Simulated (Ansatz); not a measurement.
Total energies of the cluster PbCl2 (the lowest singlet isomer of a short search) from Ansatz at r2SCAN-D4/def2-TZVP, gas phase (1 Eh = 27.2114 eV = 2625.5 kJ/mol). The reference geometry is relaxed at PBE0-D4/def2-TZVP.

| atom | x (Å) | y (Å) | z (Å) |
| --- | --- | --- | --- |
| Pb1 | 1.037 | -0.147 | 0.167 |
| Cl2 | -0.906 | -0.928 | 1.450 |
| Cl3 | -0.130 | 1.075 | -1.616 |

```json
{"state": "charge 0 singlet", "geometry": "reference", "energy (Eh)": "-1113.45175"}
{"state": "charge 1 doublet", "geometry": "reference", "energy (Eh)": "-1113.07794"}
{"state": "charge 0 triplet", "geometry": "relaxed at PBE0-D4/def2-TZVP", "energy (Eh)": "-1113.33582"}
{"state": "charge 0 quintet", "geometry": "relaxed at PBE0-D4/def2-TZVP", "energy (Eh)": "-1113.17143"}
{"state": "free Pb atom (triplet)", "geometry": "–", "energy (Eh)": "-192.92630"}
{"state": "free Cl atom (doublet)", "geometry": "–", "energy (Eh)": "-460.11688"}
```

In the def2 sets Pb takes a core potential; there is no spin–orbit coupling.

(1) Work out the vertical ionisation energy to the doublet.

(2) Which of the charge 0 states is lowest, and how far above it are the others?

(3) What is the binding energy per atom against free atoms?

(1) E(charge 1 doublet) − E(charge 0 singlet) = -1113.07794 − (-1113.45175) = 0.37381 Eh = 10.17 eV. For comparison, −ε of the highest occupied level is 7.35 eV at this level, 2.82 eV less.

(2) The singlet. triplet: -1113.33582 − (-1113.45175) = 0.11593 Eh = 304.4 kJ/mol; quintet: -1113.17143 − (-1113.45175) = 0.28032 Eh = 736.0 kJ/mol. The quintet differs in its bonds from the reference.

(3) Atoms: 1 × (-192.92630) + 2 × (-460.11688) = -1113.16006 Eh. Binding: -1113.16006 − (-1113.45175) = 0.29169 Eh = 7.94 eV, or 2.65 eV for each of 3 atoms (no zero-point energy, no counterpoise term).

The structure comes from a short search, and lower isomers may exist.
